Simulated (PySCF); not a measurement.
**Electron correlation in Xe²⁺ (xenon, charge +2)**

[Kr] 4d10 5s2 5p3 6s1, high-spin 5S determinant (an excited configuration). Calculation: PySCF 2.14, in aug-cc-pVTZ-DK3; the spin-free X2C one-electron Hamiltonian (Gaussian nucleus). Frozen: [Kr] 4d10; 6 electrons correlated.

```csv
level,correlation energy (mhartree)
CCSD,-98.18
(T),-3.25
CCSD(T),-101.43
```

Diagnostics: T1 = 0.0085, D1 = 0.0292, largest double amplitude 0.043.

The outer electron is Rydberg-like, and this basis confines it to a smaller radius and binds it less than a complete one would.

Cost of the coupled-cluster step: roughly 1.5 core-seconds, for 6 correlated electrons.
